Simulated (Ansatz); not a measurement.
Gas-phase electronic energies from Ansatz, PBE0-D4/def2-TZVP geometries. CBS: MP2 limit from def2 TZ/QZ plus the TZ coupled-cluster correction, frozen cores. DFT in def2-TZVPP. B3LYP here is the variant with VWN-RPA as its local correlation; programs differ in this. For Br, Se outer-core shells are correlated without core-valence functions, which leaves a few kJ/mol of doubt a bond. Scalar relativity is left out up to krypton. Each species was taken in one conformer, which may not be the lowest.

Consider the ligand exchange at the Si–Br bond: `C[Si]1(Br)CO1` + H₂Se → `C[Si]1([SeH])CO1` + HBr.

```tsv
level	ΔE (kJ/mol)	difference from CCSD(T)/CBS
PBE-D4	27.4	-2.7
r2SCAN-D4	31.1	1.0
PBE0-D4	28.9	-1.2
B3LYP-D4	30.6	0.5
ωB97X-V	32.3	2.2
ωB97M-V	33.0	2.9
r2SCAN	31.6	1.5
B3LYP	33.2	3.1
HF/def2-TZVPP	39.0	8.9
MP2/def2-TZVPP	29.5	-0.6
CCSD/def2-TZVPP	30.8	0.7
CCSD(T)/def2-TZVPP	29.4	-0.7
MP2/def2-QZVPP	29.9	-0.2
SCS-MP2/def2-QZVPP	31.3	1.2
MP2/CBS(def2)	30.1	0.0
CCSD/CBS(def2)	31.4	1.3
CCSD(T)/CBS	30.1	0
```

Largest T1 diagnostic among the species: 0.011.

In def2-TZVPP, CCSD(T) changes the Hartree–Fock value by −9.6 kJ/mol (the triples alone add −1.3 kJ/mol) and MP2 by −9.6 kJ/mol.

CCSD(T)/CBS has its own doubt, a few kJ/mol and more with outer-core shells, so smaller differences from it don't rank the levels.
